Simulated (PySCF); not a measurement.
**Correlation energy of Mo²⁺ (molybdenum, charge +2)**

[Kr] 4d3 5s1, high-spin 5F determinant (an excited configuration). All numbers are calculated (PySCF 2.14, a scalar-relativistic core potential, in def2-QZVPPD with the def2 core potential (28 electrons)). Frozen: nothing; 12 electrons correlated.

| level | correlation energy (mhartree) |
| --- | --- |
| CCSD | -340.18 |
| (T) | -8.53 |
| CCSD(T) | -348.71 |

Diagnostics: T1 = 0.0067, D1 = 0.0277, largest double amplitude 0.030.

Task: Is a single reference adequate?

Result: Yes, within this model without spin-orbit coupling: T1 lies below 0.03 and no double amplitude reaches 0.07.

The basis has no tight functions for the innermost shells, so their pair energies are far from complete.

This basis was not built for core-valence correlation, so the inner-shell part is incomplete.
